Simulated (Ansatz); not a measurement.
Geometry optimisation, Ansatz 0.2.0, RHF/def2-SVP.

The input (input.yaml):

```yaml
crystal:
  periodic: [false, false, false]
  atoms:
    - { symbol: Ti, position_ang: [-0.111023, 0.111774, -0.049828] }
    - { symbol: Cl, position_ang: [-0.193127, 0.214649, 2.290784] }
    - { symbol: "N", position_ang: [1.619332, 0.105294, -0.632911] }
    - { symbol: H, position_ang: [2.290877, -0.595326, -0.366886] }
    - { symbol: H, position_ang: [2.004021, 0.74717, -1.302285] }
    - { symbol: "N", position_ang: [-0.78887, 1.671289, -0.69758] }
    - { symbol: H, position_ang: [-1.596888, 1.728473, -1.293727] }
    - { symbol: H, position_ang: [-0.464236, 2.583091, -0.422461] }
    - { symbol: Cl, position_ang: [-1.404946, -1.474043, -0.937067] }
    - { symbol: Br, position_ang: [1.57015, -2.962518, 1.307848] }
    - { symbol: H, position_ang: [1.032409, -2.043452, 2.349013] }
basis:
  gaussian: { orbitals: def2-SVP }
hamiltonian:
  xc: hf
relax:
  f_tol: 0.03
  max_steps: 50
output:
  orbitals: {}
```

Launched with:

```bash
$ ansatz run input.yaml --threads 4 --pin off --max-ram 5120MiB --backend cpu --events-out ev --progress --plain --runs-dir out
```

Where does it end, and by what steps?

The forces met the threshold. After 16 steps the energy has fallen by 0.211 eV; Br10 moved furthest, 1.22 Å.

```csv
step,energy less start (eV),largest force component (eV/Å),accepted
0,0.0000,1.359,yes
1,-0.1509,0.194,yes
2,-0.1777,0.151,yes
3,-0.1845,0.157,yes
4,-0.1895,0.459,yes
5,-0.1946,0.198,yes
6,-0.1987,0.038,yes
7,-0.1985,0.333,no
8,-0.2001,0.037,yes
9,-0.2025,0.099,yes
10,-0.2046,0.172,yes
11,-0.2064,0.099,yes
12,-0.2087,0.075,yes
13,-0.2091,0.087,yes
14,-0.2101,0.062,yes
15,-0.2104,0.034,yes
16,-0.2106,0.029,yes
```

```xyz
11
Properties=species:S:1:pos:R:3
Ti -0.372 0.159 -0.232
Cl -0.574 -0.198 1.991
N 1.371 -0.131 -0.688
H 1.873 -0.966 -0.433
H 1.950 0.490 -1.225
N -0.732 1.895 -0.669
H -1.434 2.166 -1.337
H -0.338 2.697 -0.207
Cl -1.773 -1.121 -1.409
Br 2.535 -2.864 2.041
H 1.450 -2.040 2.414
```

Run time: 51 s on 4 threads of Arm Neoverse V1, with other jobs on the host, peak memory 0.54 GiB.
